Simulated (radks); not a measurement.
Problem. Species: Ag2+. Configuration: [Kr] 4d7.5 5s1.5 (fractional occupations, a model configuration). All-electron calculation, scalar-relativistic Kohn-Sham, LDA (Slater exchange, Perdew-Wang correlation), spin-unpolarised, spherical densities, finite nucleus; Fermi nuclear charge, rms radius 4.5454 fm. Program: a radial shooting solver on a logarithmic mesh with Libxc functionals. Some entries of the table are withheld. Estimate them.

| orbital | occ. | eigenvalue (eV) | <r^2> (bohr^2) | <1/r> (bohr^-1) |
|---|---|---|---|---|
| 1s | 2 | (1) | 0.001311 | 49.38 |
| 2s | 2 | -3757.403 | 0.02150 | 11.22 |
| 2p | 6 | -3375.863 | 0.01693 | 10.84 |
| 3s | 2 | -713.9430 | 0.1559 | 3.938 |
| 3p | 6 | -588.6138 | 0.1573 | 3.754 |
| 3d | 10 | -390.3601 | (2) | 3.530 |
| 4s | 2 | -125.2717 | 0.9242 | 1.531 |
| 4p | 6 | -88.3990 | 1.107 | (3) |
| 4d | 7.5 | (4) | 1.859 | 1.066 |
| 5s | 1.5 | -23.8227 | (5) | 0.5375 |

Solution. 
(1) 1s eigenvalue (eV): -25328.93
(2) 3d <r^2> (bohr^2): 0.1426
(3) 4p <1/r> (bohr^-1): 1.383
(4) 4d eigenvalue (eV): -35.2831
(5) 5s <r^2> (bohr^2): 6.476
